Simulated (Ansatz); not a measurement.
Ansatz (a program for electronic structure) input (CCSD(T)/def2-SVPD):

Ansatz 0.2 input:
```yaml
crystal:
  periodic: [false, false, false]
  atoms:
    - {symbol: Fe, position_ang: [0.00000000, 0.00000000, 0.00000000]}
    - {symbol: F, position_ang: [0.00000000, 0.00000000, 1.75867344]}
    - {symbol: F, position_ang: [-0.00000000, -0.00000000, -1.75867344]}
basis:
  gaussian:
    orbitals: def2-SVPD
magnetization: {spin_polarized: true, initial_magnetization: 4}
correlation: {method: ccsd_t, electrons: outside_noble_gas}
output: {forces: true}
```

End of the output:

```
integrals: 0.11 GiB planned
794 factors; integrals over basis functions are off by at most 7.7e-4 eV
mean field: 0.33 GiB planned
mean field evaluation 1: about -39755.2209 eV, gradient 2.7e1 eV
mean field evaluation 2: about -39755.3741 eV, gradient 2.8e1 eV
mean field evaluation 4: about -39758.7919 eV, gradient 4.5e0 eV
mean field evaluation 8: about -39759.0188 eV, gradient 7.8e-1 eV
mean field evaluation 16: about -39759.0273 eV, gradient 3.0e-6 eV
mean field evaluation 32: about -39757.2165 eV, gradient 5.3e0 eV
mean field evaluation 64: about -39759.0212 eV, gradient 1.2e0 eV
mean field evaluation 96: about -39758.2672 eV, gradient 2.9e0 eV
mean field evaluation 128: about -39758.0297 eV, gradient 1.1e0 eV
mean field evaluation 160: about -39758.1106 eV, gradient 4.8e-2 eV
mean field evaluation 192: about -39759.0273 eV, gradient 9.6e-3 eV
mean field evaluation 224: about -39759.0272 eV, gradient 2.6e-2 eV
mean field -39759.02727615 eV, -1461.1173027618 hartree, gradient 3.3e-6 eV, S^2 6.010462; 12 other end points of the search recorded, 0 dependent functions left out
determinant -39759.02727615 eV, -1461.1173027618 hartree, with singles and doubles -39773.67070236 eV, -1461.6554387496 hartree
determinant -39758.11566926 eV, -1461.0838018266 hartree, with singles and doubles -39773.00028920 eV, -1461.6308015201 hartree
determinant -39758.11073002 eV, -1461.0836203130 hartree, with singles and doubles -39772.73281317 eV, -1461.6209719575 hartree
11 core orbitals not correlated
reference -39759.02727615 eV, -1461.1173027618 hartree; 13, 9 occupied and 56, 60 virtual orbitals, 794 factors
densities: 0.57 GiB planned
second order -14.44634766 eV of doubles, -0.00000000 eV of singles
coupled cluster: 0.43 GiB planned
cycle   1  -14.64686260 eV  change   -3.4e-3 eV  update   1.6e-3
cycle   2  -14.64679546 eV  change    6.7e-5 eV  update   1.0e-3
cycle   3  -14.64754859 eV  change   -7.5e-4 eV  update   6.5e-4
cycle   4  -14.64790795 eV  change   -3.6e-4 eV  update   2.0e-4
cycle   5  -14.64837410 eV  change   -4.7e-4 eV  update   9.0e-5
cycle   6  -14.64845347 eV  change   -7.9e-5 eV  update   2.4e-5
cycle   7  -14.64847313 eV  change   -2.0e-5 eV  update   1.1e-5
cycle   8  -14.64847263 eV  change    5.0e-7 eV  update   4.5e-6
cycle   9  -14.64846489 eV  change    7.7e-6 eV  update   2.2e-6
cycle  10  -14.64846467 eV  change    2.2e-7 eV  update   1.1e-6
cycle  11  -14.64846592 eV  change   -1.3e-6 eV  update   5.0e-7
cycle  12  -14.64846591 eV  change    6.1e-9 eV  update   1.8e-7
perturbative correction -0.34244671 eV, -0.0125846845 hartree
the calculation of the forces begins
Total energy: -39774.01818877 eV, -1461.6682086396 hartree
Atom 0 at     0.000000     0.000000     0.000000 Å, force    -0.000000    -0.000000    -0.000000 eV/Å
Atom 1 at     0.000000     0.000000     1.758673 Å, force     0.000000     0.000000     1.040420 eV/Å
Atom 2 at    -0.000000    -0.000000    -1.758673 Å, force    -0.000000     0.000000    -1.040420 eV/Å
Dipole moment:    -0.000000    -0.000000     0.000000 e Å
```

The spin state was set by rule; other spins were not relaxed.
